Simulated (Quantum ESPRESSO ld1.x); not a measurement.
Task: The aim is the oxygen ion O+ in [He] 2s2 2p3. What will ld1.x (Quantum ESPRESSO 7.5) do with this input?

```
 &input
    zed=8.0,
    iswitch=1,
    rel=2,
    dft='PZ',
    config='[He] 2s2 2p3 3d-1',
    verbosity='high',
    lsmall=.true.,
    prefix='ld1',
    max_out_wfc=37,
    file_charge='ld1.rho',
 /
```

Result: Harmless. A negative occupation marks a state as unused; the result equals that of the sound run.

Output (excerpt):

```
     Program LD1 v.7.5 starts

     --------------------------- All-electron run ----------------------------

     dirac relativistic calculation

     atomic number is  8.00
     dft =PZ   lsd =0 sic =0 latt =0  beta=0.20 tr2=1.0E-14
     Exchange-correlation= PZ
                           (   1   1   0   0   0   0   0)
     mesh =1837 r(mesh) = 100.33940 a.u. xmin = -8.00 dx = 0.00800
     1 Ry =  13.60569312 eV, c = 137.03599908

     n l j   nl                  e(Ry)          e(Ha)          e(eV)
     Spin orbit split results
     1 0 0.5 1S 1( 2.00)     -38.931550939     -19.465775470   -529.6907349
     2 0 0.5 2S 1( 2.00)      -2.894958715      -1.447479358    -39.3879199
     2 1 0.5 2P 1( 2.00)      -1.808636035      -0.904318017    -24.6077469
     2 1 1.5 2P 1( 1.00)      -1.805376291      -0.902688145    -24.5633958
     Averaged results
     1 0     1S 1( 2.00)     -38.931550939     -19.465775470   -529.6907349
     2 0     2S 1( 2.00)      -2.894958715      -1.447479358    -39.3879199
     2 1     2P 1( 3.00)      -1.806462872      -0.903231436    -24.5781795

     final scf error:  2.8E-16 reached in  15 iterations

     Etot =    -147.834352 Ry,     -73.917176 Ha,   -2011.388826 eV

     Ekin =     147.415662 Ry,      73.707831 Ha,    2005.692258 eV
     Encl =    -344.027709 Ry,    -172.013854 Ha,   -4680.735429 eV
     Eh   =      63.424621 Ry,      31.712311 Ha,     862.935933 eV
     Exc  =     -14.646927 Ry,      -7.323463 Ha,    -199.281588 eV
```

Run on one thread of a shared host, so times are rough (Intel(R) Xeon(R) Processor @ 2.60GHz): 0.54 s of CPU time, 0.56 s wall, 15 iterations on 1837 mesh points.
